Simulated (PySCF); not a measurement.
**Working out the ionisation energy of Hg**

Hg [Xe] 4f14 5d10 6s2 (1S) → Hg⁺ [Xe] 4f14 5d10 6s1 (2S). Computed with PySCF 2.14 in def2-TZVP with the def2 core potential (60 electrons) (6s5p3d1f, 43 functions), with a scalar-relativistic core potential. Frozen: 5s2 5p6. Energies in hartree (1 hartree = 27.21139 eV):

| part | Hg (lower) | Hg⁺ (upper) |
| --- | --- | --- |
| UHF | -152.554327 | -152.241963 |
| CCSD correlation | -0.315480 | -0.261696 |
| (T) | -0.006433 | -0.003508 |

Q: What does Hartree-Fock give?

A: (-152.241963) − (-152.554327) = 0.312364 hartree = 8.500 eV.

Q: What do CCSD and CCSD(T) give?

A: The CCSD correlation energies differ by 0.053784 hartree = 1.464 eV and the triples by 0.002925 hartree = 0.080 eV, so CCSD gives 9.964 eV and CCSD(T) 10.044 eV.

Measured between the centres of the two terms (NIST): 10.438 eV, so CCSD(T) (valence) is off by -0.394 eV.

What remains against the reference includes basis incompleteness, the frozen core and higher excitations.
